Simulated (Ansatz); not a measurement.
PBE exchange is replaced step by step with exact exchange (0 % is PBE, 25 % PBE0; no dispersion term), basis def2-TZVP, Ansatz. System: SbSbSbSb tetrahedron (Sb₄). Charge 0, multiplicity 1. Geometry: r2SCAN-D4/def2-SVP.

Geometry of the singlet:

| atom | x (Å) | y (Å) | z (Å) |
| --- | --- | --- | --- |
| Sb1 | 0.6016 | -0.8032 | 1.4214 |
| Sb2 | -1.7250 | 0.1896 | 0.1272 |
| Sb3 | 0.3767 | -0.9516 | -1.4072 |
| Sb4 | 0.7466 | 1.5653 | -0.1415 |

In the def2 sets Sb takes a core potential; there is no spin–orbit coupling.

```csv
exact exchange (%),HOMO (eV),LUMO (eV),gap (eV)
0,-5.41,-2.10,3.31
10,-5.74,-1.86,3.88
15,-5.90,-1.74,4.16
25,-6.23,-1.50,4.73
35,-6.57,-1.27,5.30
50,-7.07,-0.91,6.17
```

Question: Fit a straight line to the column «gap (eV)» against the share of exact exchange and predict its value at 5 %.

Answer: With x = exact exchange (%) and y = gap (eV): mean x = 22.5, mean y = 4.592; Σ(x − x̄)(y − ȳ) = 93.57, Σ(x − x̄)² = 1638; slope b = 0.05712, intercept a = ȳ − b·x̄ = 3.307. The residuals of the fitted rows reach 0.01. At x = 5 the line gives 3.307 + (0.05712 × 5) = 3.59; the run gave 3.60, 0.01 more than the line.
